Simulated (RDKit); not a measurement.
Conformational energy of SMILES F[Si](CCB)(F)F (C2H6BF3Si). Scanned: dihedral H8–B1–C2–C3 and dihedral B1–C2–C3–Si4; all other coordinates were relaxed at GFN2-xTB. Points at φ and −φ are mirror images. Heavy atoms are numbered in the order of the SMILES BCC[Si](F)(F)F, hydrogens after them in the order of the atoms that carry them; the mirror image has the same energies with the sign of each dihedral reversed.

Computed with UFF // GFN2-xTB in RDKit.

Energy in kJ/mol above the lowest grid point; x is the dihedral H8–B1–C2–C3 (°), y the dihedral B1–C2–C3–Si4 (°).

| y \ x | -150 | -120 | -90 | -60 | -30 | 0 | 30 | 60 | 90 | 120 | 150 | 180 |
|---|---|---|---|---|---|---|---|---|---|---|---|---|
| 180 | 6.5 | 0.1 | 8.5 | 0.0 | 6.9 | 3.0 | 6.9 | 0.0 | 8.5 | 0.1 | 6.5 | 3.0 |
| 150 | 14.6 | 11.6 | 28.1 | 10.3 | 19.5 | 13.6 | 14.9 | 11.8 | 25.8 | 10.4 | 18.7 | 14.1 |
| 120 | 24.7 | 20.8 | 59.6 | 20.8 | 28.1 | 22.3 | 25.3 | 20.4 | 58.9 | 20.9 | 27.3 | 22.3 |
| 90 | 14.6 | 8.5 | 21.0 | 11.2 | 15.8 | 11.3 | 15.5 | 8.4 | 21.4 | 11.4 | 15.3 | 11.6 |
| 60 | 11.6 | 8.1 | 17.1 | 10.7 | 18.5 | 11.9 | 12.1 | 7.7 | 16.7 | 11.1 | 18.2 | 11.7 |
| 30 | 37.2 | 40.0 | 50.5 | 31.0 | 40.6 | 34.7 | 36.7 | 39.1 | 49.7 | 31.4 | 39.7 | 34.8 |
| 0 | 51.3 | 52.3 | 76.9 | 50.6 | 52.0 | 48.4 | 52.0 | 50.6 | 76.9 | 52.3 | 51.3 | 48.4 |
| -30 | 39.7 | 31.4 | 49.7 | 39.1 | 36.7 | 34.7 | 40.6 | 31.0 | 50.5 | 40.0 | 37.2 | 34.8 |
| -60 | 18.2 | 11.1 | 16.7 | 7.7 | 12.1 | 11.9 | 18.5 | 10.7 | 17.1 | 8.1 | 11.6 | 11.7 |
| -90 | 15.3 | 11.4 | 21.4 | 8.4 | 15.5 | 11.3 | 15.8 | 11.2 | 21.0 | 8.5 | 14.6 | 11.6 |
| -120 | 27.3 | 20.9 | 58.9 | 20.4 | 25.3 | 22.3 | 28.1 | 20.8 | 59.6 | 20.8 | 24.7 | 22.3 |
| -150 | 18.7 | 10.4 | 25.8 | 11.8 | 14.9 | 13.6 | 19.5 | 10.3 | 28.1 | 11.6 | 14.6 | 14.1 |

The six lowest points that lie below all their neighbours on the grid: x = -60, y = 180 (0.0 kJ/mol); x = 60, y = 180 (0.0 kJ/mol); x = -120, y = 180 (0.1 kJ/mol); x = 120, y = 180 (0.1 kJ/mol); x = 180, y = 180 (3.0 kJ/mol); x = 0, y = 180 (3.0 kJ/mol). The lowest path on the grid from the first to the second passes x = -30, y = 180 at 6.9 kJ/mol.
